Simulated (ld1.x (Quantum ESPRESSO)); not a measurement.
What one change does to a pseudopotential (S (Z = 16), PAW)

ld1.x (Quantum ESPRESSO) 7.5 input, shortened:

```
&input
   title='S', zed=16., rel=1, dft='PBE', iswitch=3,
   config='[Ne] 3s2 3p4 3d-2'
 /
 &inputp
   pseudotype=3, lpaw=.true., tm=.true., lloc=-1, rcloc=1.55,
   nlcc=.true., new_core_ps=.true.,
   which_augfun='PSQ', rmatch_augfun_nc=.true.
 /
6
3S  1  0   2.00   0.00  1.30  1.40  0.0
3S  1  0   0.00   0.85  1.30  1.40  0.0
3P  2  1   4.00   0.00  1.40  1.55  0.0
3P  2  1   0.00  -0.15  1.40  1.55  0.0
3D  3  2  -2.00   0.40  1.50  1.60  0.0
3D  3  2  -2.00   0.75  1.50  1.60  0.0
 &test
   configts(1)='3s2 3p4'
 /
```

All-electron outer shells of the reference configuration (PBE, scalar-relativistic, ld1.x):

```json
{"shell": "2s", "level (eV)": "-211.71", "outermost node (bohr)": "0.13", "outermost maximum (bohr)": "0.39"}
{"shell": "2p", "level (eV)": "-156.51", "outermost node (bohr)": "–", "outermost maximum (bohr)": "0.33"}
{"shell": "3s", "level (eV)": "-17.26", "outermost node (bohr)": "0.60", "outermost maximum (bohr)": "1.40"}
{"shell": "3p", "level (eV)": "-7.01", "outermost node (bohr)": "0.58", "outermost maximum (bohr)": "1.61"}
```

Change: waves 3p (bound): rcut 1.16, rcutus 1.22 bohr; 3p channel at -0.15 Ry: rcut 1.16, rcutus 1.22 bohr.

Cutoffs: the cutoffs (Ry, on a coarse ladder) from which the occupation-weighted sum of valence levels, in a spherical-Bessel basis at the reference potential, stays within 10 and 1 mRy of its value at 400 Ry; they do not see the model core or the augmentation charge, which bear on the density cutoff. Errors are all-electron minus pseudo energies relative to the spin-unpolarised reference configuration.

Predict the effect on cutoff, ghosts and configuration errors.

The potential gets harder (18 Ry and 35 Ry → 25 Ry and 40 Ry); the errors of the 7 common tests hardly move; the range in which the p phases agree narrows (upper end at the end of the scan → 1.9); neither file shows a bound ghost. A smaller radius makes the pseudo-wave follow the all-electron one further in, where it bends more sharply, so more plane waves are needed.

```tsv
quantity	base	changed
cutoff, loose	18 Ry	25 Ry
cutoff, tight	35 Ry	40 Ry
loose cutoff by channel (10 mRy a level)	s 15 Ry, p 12 Ry	s 15 Ry, p 10 Ry
bound ghosts	none	none
error for 3s2 3p3, meV [ΔE 11.77 eV]	-1.4	-1.4
error for 3s2 3p2, meV [ΔE 34.05 eV]	-8.2	-8.3
error for 3s2 3p1, meV [ΔE 68.09 eV]	-32	-33
error for 3s2 3p0, meV [ΔE 114.89 eV]	-100	-99
error for 3s1 3p4, meV [ΔE 22.65 eV]	-2.3	-2.5
error for 3s1 3p5, meV [ΔE 10.31 eV]	-0.5	-0.6
error for 3s2 3p3.5, meV [ΔE 4.66 eV]	-0.4	-0.4
s: phases at 1.75 bohr within 0.05 rad from the reference energy up to (Ry; the scan ends near 5)	to the end of the scan	to the end of the scan
p: phases at 1.75 bohr within 0.05 rad from the reference energy up to (Ry; the scan ends near 5)	to the end of the scan	1.9
d: phases at 1.75 bohr within 0.05 rad from the reference energy up to (Ry; the scan ends near 5)	to the end of the scan	to the end of the scan
lowest overlap eigenvalue by channel	s 0.46, p 0.77, d 0.95	s 0.46, p 0.78, d 0.95
```
